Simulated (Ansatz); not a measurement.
`[SiH3][SiH2][GeH2][SiH2][SiH3]` + H₂O → `[OH][GeH2][SiH2][SiH3]` + `[SiH3][SiH3]`  (formal hydrolysis of a Ge–Si bond)

Calculated with Ansatz (gas phase, PBE0-D4/def2-TZVP geometries, no zero-point term in ΔE). CCSD(T)/CBS adds triple-zeta CCSD(T) − MP2 to the extrapolated MP2 energy (def2 sets, frozen cores). This one scheme is used for every species. DFT in def2-TZVPP. HSE06 is defined as in plane-wave codes. For Ge outer-core shells are correlated without core-valence functions, which leaves a few kJ/mol of doubt a bond. Scalar relativity is left out up to krypton. Each species was taken in one conformer, which may not be the lowest.

(1) Is it downhill or uphill in electronic energy at CCSD(T)/CBS, and by how much? (Estimate.)

(2) What do these levels give: PBE-D4, r2SCAN-D4, CAM-B3LYP-D4, PBE-QIDH, r2SCAN0, HSE06, CCSD/def2-SVP, HF/def2-TZVPP, MP2/def2-TZVPP, HF/def2-QZVPP, MP2/def2-QZVPP, CCSD/CBS(def2)? (An estimate is asked.)

Largest T1 diagnostic among the species: 0.013.

Answers

(1) The calculation gave: Uphill: ΔE = +22.0 kJ/mol.

(2) Ansatz gave: PBE-D4 26.8, r2SCAN-D4 15.9, CAM-B3LYP-D4 7.1, PBE-QIDH 18.3, r2SCAN0 15.5, HSE06 17.9, CCSD/def2-SVP 6.8, HF/def2-TZVPP -17.7, MP2/def2-TZVPP 17.2, HF/def2-QZVPP -19.1, MP2/def2-QZVPP 20.6, CCSD/CBS(def2) 18.3 kJ/mol.

In def2-TZVPP, CCSD(T) changes the Hartree–Fock value by +32.8 kJ/mol (the triples alone add +3.7 kJ/mol) and MP2 by +34.8 kJ/mol. At CCSD(T), def2-SVP lies −13.1 kJ/mol from the extrapolated value and def2-TZVPP −6.9 kJ/mol.
